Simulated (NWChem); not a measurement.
System: CH$_{5}$F$_{2}$NSi; SMILES N[SiH2]C(F)F

```xyz
10

N     -0.6363     1.9851     0.1986
Si     0.5781     0.8188    -0.1811
C     -0.0755    -0.8853     0.4078
F     -1.2447    -1.1537    -0.2466
F      0.8131    -1.8666     0.0988
H     -0.3807     2.9518     0.3623
H     -1.5524     1.9195    -0.2317
H      0.9203     0.6363    -1.6276
H      1.8103     1.1732     0.5808
H     -0.2846    -0.9453     1.4927
```
Atoms are numbered in this order, from 1.

Level: PBE0/def2-SVP (NWChem), optimised geometry, unscaled harmonic frequencies. 

Problem. List the harmonic frequencies with IR intensities, and the thermochemistry.

Solution. 
```json
[
 {"frequency (cm⁻¹)": "62", "IR intensity (km/mol)": "3.6"},
 {"frequency (cm⁻¹)": "107", "IR intensity (km/mol)": "3.9"},
 {"frequency (cm⁻¹)": "185", "IR intensity (km/mol)": "16.2"},
 {"frequency (cm⁻¹)": "274", "IR intensity (km/mol)": "9.4"},
 {"frequency (cm⁻¹)": "322", "IR intensity (km/mol)": "5.7"},
 {"frequency (cm⁻¹)": "394", "IR intensity (km/mol)": "198.8"},
 {"frequency (cm⁻¹)": "508", "IR intensity (km/mol)": "21.7"},
 {"frequency (cm⁻¹)": "585", "IR intensity (km/mol)": "10.2"},
 {"frequency (cm⁻¹)": "656", "IR intensity (km/mol)": "3.8"},
 {"frequency (cm⁻¹)": "767", "IR intensity (km/mol)": "23.2"},
 {"frequency (cm⁻¹)": "833", "IR intensity (km/mol)": "38.6"},
 {"frequency (cm⁻¹)": "872", "IR intensity (km/mol)": "61.5"},
 {"frequency (cm⁻¹)": "919", "IR intensity (km/mol)": "223.5"},
 {"frequency (cm⁻¹)": "958", "IR intensity (km/mol)": "108.9"},
 {"frequency (cm⁻¹)": "1107", "IR intensity (km/mol)": "169.2"},
 {"frequency (cm⁻¹)": "1151", "IR intensity (km/mol)": "77.5"},
 {"frequency (cm⁻¹)": "1338", "IR intensity (km/mol)": "26.0"},
 {"frequency (cm⁻¹)": "1370", "IR intensity (km/mol)": "7.8"},
 {"frequency (cm⁻¹)": "1542", "IR intensity (km/mol)": "45.3"},
 {"frequency (cm⁻¹)": "2212", "IR intensity (km/mol)": "139.0"},
 {"frequency (cm⁻¹)": "2253", "IR intensity (km/mol)": "104.5"},
 {"frequency (cm⁻¹)": "3061", "IR intensity (km/mol)": "36.7"},
 {"frequency (cm⁻¹)": "3615", "IR intensity (km/mol)": "39.9"},
 {"frequency (cm⁻¹)": "3714", "IR intensity (km/mol)": "45.7"}
]
```

```
Quantity                                                                           Result
-----------------------------------------------------------------------  ----------------
zero-point energy                                                           41.2 kcal/mol
thermal correction to the enthalpy at 298.15 K (with zero-point energy)     46.1 kcal/mol
heat capacity Cv                                                         23.4 cal/(mol K)
entropy at 298.15 K and 1 atm (symmetry number 1)                        82.5 cal/(mol K)
dipole moment                                                                      2.80 D
```

Rigid rotor and harmonic oscillator; modes under 100 cm⁻¹ make the entropy uncertain.
